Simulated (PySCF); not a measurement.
# Electron correlation in Ir+ (iridium, charge +1)

[Xe] 4f14 5d7 6p1, one real determinant (an excited configuration). Calculation: PySCF 2.14, in def2-QZVPPD with the def2 core potential (60 electrons); scalar relativity through the core potential. Frozen: 5s2 5p6; 8 electrons correlated.

| level | correlation energy (mhartree) |
| --- | --- |
| CCSD | -177.48 |
| (T) | -7.68 |
| CCSD(T) | -185.16 |

Diagnostics: T1 = 0.016, D1 = 0.0434, largest double amplitude 0.074.

The real determinant used has ⟨L²⟩ near 14 against 20 for a pure G term, so it mixes terms. Spin-orbit coupling, absent here, splits the open shell strongly.

Cost of the coupled-cluster step: roughly 70 core-seconds, for 8 correlated electrons.

The reference is one real determinant that mixes LS terms of this configuration.
